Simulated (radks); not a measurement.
Results of a calculation; reference values are marked as such.
Valence configurations of neutral iodine (all share [Kr]). Level of theory: non-relativistic Kohn-Sham, BLYP, spin-polarised, spherical densities, point nucleus; open shells are filled with parallel spins first (spin-orbit coupling, left out, can overturn this in heavy ions); relativity is left out, which matters for an element this heavy (a radial shooting solver on a logarithmic mesh with Libxc functionals). Energies are relative to 4d10 5s2 5p5; eigenvalues in eV for spin up.

valence           E (eV)  moment (Bohr magnetons)    e(4d)   e(5p)    e(5s)
4d10 5s2 5p5       0.000                        1  -52.479  -7.211  -16.127
4d10 5s1 5p6       8.936                        1  -53.632  -7.696  -16.806
4d9 5s2 5p6       48.180                        1  -59.600  -8.056  -17.628
4d10 5s1.5 5p5.5   4.457                        1  -53.059  -7.455  -16.469
4d9.5 5s2 5p5.5   23.473                        1  -56.043  -7.639  -16.890

NIST lists [Kr] 4d10 5s2 5p5 as the ground configuration; this level of theory agrees among the configurations tried. The energies are those of spherical high-spin densities, not of single terms. Relativity is left out, which favours d and f over s occupation in heavy atoms.
